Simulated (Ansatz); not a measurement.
Isolated molecules relaxed with PBE0-D4/def2-TZVP in Ansatz; ΔE leaves out vibrations. CCSD(T)/CBS adds triple-zeta CCSD(T) − MP2 to the extrapolated MP2 energy (def2 sets, frozen cores). This one scheme is used for every species. DFT in def2-TZVPP. Elements past krypton have def2 core potentials. For In outer-core shells are correlated without core-valence functions, which leaves a few kJ/mol of doubt a bond.

Reaction (substitution at a C–Al bond): `[CH3][Al]([F])[F]` + `C[NH][InH2]` → `C[N](C)[InH2]` + `[F][AlH][F]`

```
       level  ΔE (kcal/mol)
   revPBE-D4           16.8
  r2SCANh-D4           19.1
    BHLYP-D4           18.1
CAM-B3LYP-D4           18.0
    PBE-QIDH           18.4
      r2SCAN           19.3
       BHLYP           19.0
MP2/def2-SVP           15.0
```

Task: What does CCSD(T)/CBS give? (Best estimate.)

Result: The calculation gave: +17.9 kcal/mol. The listed levels differ from it by -1.1, 1.2, 0.2, 0.1, 0.5, 1.4, 1.1, -2.9 kcal/mol.

Largest T1 diagnostic among the species: 0.017.

In def2-TZVPP, CCSD(T) changes the Hartree–Fock value by −1.0 kcal/mol (the triples alone add −0.4 kcal/mol) and MP2 by −0.8 kcal/mol. At CCSD(T), def2-SVP lies −3.7 kcal/mol from the extrapolated value and def2-TZVPP −0.5 kcal/mol.
